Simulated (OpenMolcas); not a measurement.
Potential curves of SnO: spin-free states

Calculated with OpenMolcas 26.06: state-averaged CASSCF(8,7) over Sn 5s 5p, O 2p, XMS-CASPT2 (IPEA 0.25, imaginary shift 0.2 hartree), scalar X2C, ANO-RCC-VTZP, then RASSI spin–orbit state interaction with atomic mean-field integrals. C2 symmetry about the axis (a holds Σ, Δ, Γ; b holds Π, Φ, H; Σ⁺ and Σ⁻ are not told apart); roots by multiplicity and irrep: 1a 5, 3a 4, 3b 6, 5b 2.

XMS-CASPT2 energies in eV from the lowest point. Curves are followed by energy order within each symmetry, so they are adiabatic and may change character at avoided crossings; Σ⁺ and Σ⁻ are counted together.

```tsv
R (Å)	(1)1Σ	(2)1Σ	(1)1Δ	(1)5Π
1.587	1.705	7.046	7.055	9.936
1.762	0.099	4.207	4.221	7.208
1.845	0.000	3.592	3.607	6.602
1.937	0.154	3.234	3.248	6.223
2.030	0.475	3.102	3.116	6.018
2.159	1.064	3.175	3.186	5.893
2.325	1.901	3.489	3.494	5.831
2.583	3.107	4.107	4.106	5.793
2.952	4.417	4.947	4.937	5.763
```

Left out for impure symmetry, kinks or missing points, though low: (1)3Π, (1)3Σ, (1)3Δ, (2)3Σ, (3)1Σ, (2)3Π, (3)3Π. Only roots inside an energy window near the equilibrium distance were included, so the list of states is not complete; labels number the states computed. Each spin and symmetry block has orbitals of its own, averaged over its own roots, so gaps between blocks are less sure than gaps within one and near the minimum can be off by tenths of an eV, in bad cases by more. No Rydberg orbitals are active, so Rydberg states, and σ→σ* states whose orbital the CASSCF left unused, can be missing between those listed. CASPT2 splits the two components of degenerate states numerically, here by up to 52 cm⁻¹. No roots were computed in blocks 1b, 5a (none fell in the window or the block failed), so states of that kind are missing and can lie low or lowest. The CASPT2 reference weights are uneven, so some states carry less reliable energies. Points that failed a check (symmetry, reference weights, a jump) are left out.
